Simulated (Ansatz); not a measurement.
Reaction (ligand exchange at a B–Br bond): `CB(N)Br` + CH₃OH → `COB(C)N` + HBr

Calculated with Ansatz (gas phase, PBE0-D4/def2-TZVP geometries, no zero-point term in ΔE). CCSD(T)/CBS adds triple-zeta CCSD(T) − MP2 to the extrapolated MP2 energy (def2 sets, frozen cores). This one scheme is used for every species. Functionals use def2-TZVPP. B3LYP here is the variant with VWN-RPA as its local correlation; programs differ in this. For Br outer-core shells are correlated without core-valence functions, which leaves a few kJ/mol of doubt a bond. Scalar relativity is left out up to krypton. One conformer a species, not always the lowest.

`CB(N)Br`:

Cartesian coordinates in Å:
```
C 0.706 -0.363 -0.903
B 0.050 0.372 0.308
N -1.142 -0.010 0.904
Br 0.943 1.938 1.060
H 0.824 0.322 -1.747
H 0.127 -1.226 -1.242
H 1.712 -0.705 -0.645
H -1.550 0.476 1.684
H -1.670 -0.804 0.583
```

CH₃OH:

Z-matrix (Å, degrees):
```
C
O 1 1.409
H 1 1.097 2 112.4
H 1 1.090 2 107.0 3 -118.5
H 1 1.097 2 112.4 3 123.0
H 2 0.959 1 108.5 3 -61.6
```

`COB(C)N`:

Z-matrix (Å, degrees):
```
C
O 1 1.404
H 1 1.095 2 111.9
H 1 1.096 2 111.8 3 121.7
H 1 1.091 2 108.0 3 -119.2
B 2 1.375 1 121.5 3 -60.0
N 6 1.405 2 115.7 1 -179.9
C 6 1.577 2 122.6 1 0.2
H 7 1.005 6 122.2 2 -0.0
H 7 1.002 6 123.1 2 -180.0
H 8 1.092 6 112.8 2 -179.5
H 8 1.095 6 111.2 2 59.6
H 8 1.095 6 111.3 2 -58.5
```

HBr:

Cartesian coordinates in Å:
```
Br 0.134 -0.478 -0.508
H -0.134 0.478 0.508
```

```csv
level,ΔE (kJ/mol),difference from CCSD(T)/CBS
PBE-D4,-25.3,1.4
r2SCAN-D4,-29.6,-2.9
PBE0-D4,-25.5,1.2
B3LYP-D4,-33.1,-6.4
ωB97X-V,-30.5,-3.8
ωB97M-V,-31.1,-4.4
B2PLYP,-30.4,-3.7
PBE,-24.2,2.5
r2SCAN,-28.9,-2.2
PBE0,-24.5,2.2
B3LYP,-31.9,-5.2
HF/def2-TZVPP,-32.8,-6.1
MP2/def2-TZVPP,-24.4,2.3
SCS-MP2/def2-TZVPP,-27.3,-0.6
CCSD/def2-TZVPP,-31.2,-4.5
CCSD(T)/def2-TZVPP,-30.3,-3.6
HF/def2-QZVPP,-34.0,-7.3
MP2/def2-QZVPP,-22.7,4.0
SCS-MP2/def2-QZVPP,-25.8,0.9
HF/CBS(def2),-34.1,-7.4
MP2/CBS(def2),-20.7,6.0
CCSD/CBS(def2),-27.6,-0.9
CCSD(T)/CBS,-26.7,0
```

Largest T1 diagnostic among the species: 0.011.
